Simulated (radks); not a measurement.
Dispersion coefficients C6 (hartree bohr^6) between ground-configuration atoms and ions, from the Casimir-Polder integral (3/pi) of alpha_A(iw) alpha_B(iw). All-electron calculation, non-relativistic Kohn-Sham, LDA (Slater exchange, VWN5 correlation), spin-unpolarised, spherical densities, point nucleus. Program: a radial shooting solver on a logarithmic mesh with Libxc functionals. Response by self-consistent Sternheimer equations with the Hartree and adiabatic LDA kernel. For heavy and open-shell atoms this level of theory can miss by tens of per cent.

C6        O   Ni3+     Sr   Br3+     Fe    As+    C3+    Cu+
O     18.38
Ni3+  7.952  4.186
Sr    171.2  58.30   2969
Br3+  20.62  9.198  182.1  23.28
Fe    83.15  30.32   1158  90.03  492.2
As+   43.20  17.45  454.7  47.92  213.3  105.0
C3+   5.880  2.280  67.90  6.466  30.92  14.59  2.057
Cu+   22.05  9.762  213.4  24.77  101.9  51.97  7.107  26.73

Static polarisabilities (bohr^3): O ([He] 2s2 2p4) 6.008, Ni3+ ([Ar] 3d7) 1.762, Sr ([Kr] 5s2) 188.5, Br3+ ([Ar] 3d10 4s2 4p2) 6.122, Fe ([Ar] 3d6 4s2) 56.10, As+ ([Ar] 3d10 4s2 4p2) 17.16, C3+ ([He] 2s1) 2.743, Cu+ ([Ar] 3d10) 7.887. The combination rule 2 Ca Cb / ((alpha_b/alpha_a) Ca + (alpha_a/alpha_b) Cb) gives 52.26 for Ni3+-Sr, against 58.30 from the integral.
